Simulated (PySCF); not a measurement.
H2SSe2, SMILES S[Se][SeH]. Atoms are numbered in the order given.

```xyz
5

Se    -0.1593    -0.9112     0.1149
S     -2.2124    -0.1076     0.3765
H     -2.5690    -0.1055    -0.9318
Se     1.2320     0.9280    -0.2975
H      1.4981     1.2562     1.1178
```
Charge 0, spin multiplicity 1.

Coordinates come from a r2SCAN-D4/def2-SVP optimisation. Other conformers were not sampled.

All values below come from PBE/pcSseg-1 in PySCF.

GIAO shieldings, no solvent; atoms alike by connectivity are averaged. δ = σ(ref) − σ: ⁷⁷Se against Me2Se (σ = 1634.8 ppm); ³³S against H2S (σ = 706.5 ppm); ¹H against TMS (σ = 31.49 ppm), references at their B3LYP-D3(BJ)/def2-TZVP geometries, non-relativistic.

```json
[
 {"nucleus": "⁷⁷Se", "atoms": "Se1", "count": "1", "δ (ppm)": "742.1"},
 {"nucleus": "⁷⁷Se", "atoms": "Se4", "count": "1", "δ (ppm)": "251.4"},
 {"nucleus": "³³S", "atoms": "S2", "count": "1", "δ (ppm)": "259.6"},
 {"nucleus": "¹H", "atoms": "H5", "count": "1", "δ (ppm)": "4.65"},
 {"nucleus": "¹H", "atoms": "H3", "count": "1", "δ (ppm)": "4.31"}
]
```
